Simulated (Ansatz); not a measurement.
System: CH5Ge, charge 0, multiplicity 2. It need not be the lowest isomer of its formula. 
Structure (B3LYP-D3(BJ)/def2-TZVP (Ansatz, a program for electronic structure) minimum search):
SMILES: [GeH3][CH2]
```xyz
7

Ge     0.2056     0.1820    -0.2140
C     -0.9386    -0.8253     0.9666
H      1.6122     0.3567     0.3997
H      0.3578    -0.5565    -1.5558
H     -0.3881     1.5813    -0.4550
H     -1.5371    -0.3466     1.7316
H     -0.9930    -1.9060     0.9285
```
Charge 0, spin multiplicity 2.

Computed values are from Ansatz. Correlated levels leave the core frozen unless marked. Open shells are spin-unrestricted. No spin-orbit coupling. Frozen are the shells of the preceding noble gas and the d and f shells that filled before the atom's block. No relativistic terms. CBS marks a two-point X^-3 extrapolation of the correlation energy; Hartree-Fock from the larger set. The bracket is a focal-point correction in the basis named.

| Quantity | Value |
|---|---|
| atomisation energy De | 487.2 kcal/mol at RI-MP2/CBS(aug-cc-pVTZ,aug-cc-pVQZ)+[CCSD(T)-MP2]/aug-cc-pVTZ |
| vertical ionisation energy (to the singlet) | 9.24 eV at RI-MP2/CBS(aug-cc-pVTZ,aug-cc-pVQZ)+[CCSD(T)-MP2]/aug-cc-pVTZ |
| vertical electron affinity (to the singlet; negative means unbound) | 0.65 eV at RI-MP2/CBS(aug-cc-pVTZ,aug-cc-pVQZ)+[CCSD(T)-MP2]/aug-cc-pVTZ |
| total energy | -2116.5043 Eh at RI-MP2/CBS(aug-cc-pVTZ,aug-cc-pVQZ)+[CCSD(T)-MP2]/aug-cc-pVTZ |
| dipole moment | 0.48 D at CCSD(T)/aug-cc-pVDZ |
| T1 diagnostic | 0.012 at CCSD/aug-cc-pVTZ |
